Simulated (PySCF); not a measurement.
A calculated (UHF, PySCF 2.14, aug-cc-pVQZ-DK, scalar relativity by spin-free X2C-1e) atom or ion has these occupied shells.

```tsv
shell	electrons	orbital energy (eV)	rms radius, mean of both spins (bohr)
1s α	1	-12761.9	0.0508
1s β	1	-12761.8	0.0508
2s β	1	-1721.3	0.212
2s α	1	-1721.1	0.212
2p α	3	-1512.4	0.189
2p β	3	-1512.1	0.189
3s β	1	-275.39	0.613
3s α	1	-275.24	0.613
3p α	3	-207.99	0.635
3p β	3	-207.40	0.635
3d α	5	-95.504	0.691
3d β	5	-95.257	0.691
4s β	1	-41.084	1.81
4p α	3	-30.536	2.15
```

Q: Name the element and its charge.

A: Se(2+) (selenium, charge +2), in [Ar] 3d10 4s1 4p3, 4s spin antiparallel (an excited configuration).
